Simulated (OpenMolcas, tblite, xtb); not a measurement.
A ladder of methods for AlClF2 (SMILES [F][Al]([F])[Cl])

AlClF2 has 4 atoms, charge 0, and is taken as a singlet. SMILES: `[F][Al]([F])[Cl]`. The coordinates come from a PBE0-D4/def2-TZVP relaxation.

Quantity: the dipole moment, in D. The values are calculated.

```
          level            kind     program  value (D)
       GFN1-xTB  semi-empirical      tblite       0.86
       GFN2-xTB  semi-empirical      tblite       1.30
       GFN0-xTB  semi-empirical         xtb       0.56
SVWN5/def2-SVPD             LDA  OpenMolcas       0.56
 BLYP/def2-SVPD             GGA  OpenMolcas       0.52
  PBE/def2-SVPD             GGA  OpenMolcas       0.51
B3LYP/def2-SVPD   global hybrid  OpenMolcas          ?
BHLYP/def2-SVPD   global hybrid  OpenMolcas          ?
 PBE0/def2-SVPD   global hybrid  OpenMolcas       0.52
```

**Question.** Estimate what the levels marked ? give.

**Answer.** As computed at these levels: B3LYP/def2-SVPD: 0.53 D; BHLYP/def2-SVPD: 0.54 D. The values span 0.51 to 1.30 D. Magnitudes only: a small dipole may point the other way at some levels.
